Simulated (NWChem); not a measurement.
System: H₂TeS; SMILES S[TeH]

```xyz
4

Te     0.0281     0.5859     0.0082
H     -1.6346     0.7698     0.0125
S      0.0107    -1.8264     0.0530
H      0.0047    -2.0156    -1.2865
```
Atoms are numbered in this order, from 1.

Geometry: optimised at PBE0/def2-SVP. def2 effective core potentials on Te; no spin-orbit coupling.

Task: List the 6 lowest vertical singlet excitations from LRC-wPBEh/def2-SVPD with def2 effective core potentials on Te, full TDDFT (NWChem).

Result: 
| state | energy (eV) | oscillator strength | leading excitation (squared amplitude) |
|---|---|---|---|
| S1 | 3.26 | 0.002 | HOMO → LUMO (0.97) |
| S2 | 4.19 | 0.008 | HOMO−1 → LUMO (0.95) |
| S3 | 4.84 | 0.011 | HOMO → LUMO+1 (0.94) |
| S4 | 6.05 | 0.042 | HOMO → LUMO+2 (0.65) |
| S5 | 6.12 | 0.003 | HOMO−1 → LUMO+1 (0.62) |
| S6 | 6.45 | 0.070 | HOMO−1 → LUMO+2 (0.32) |
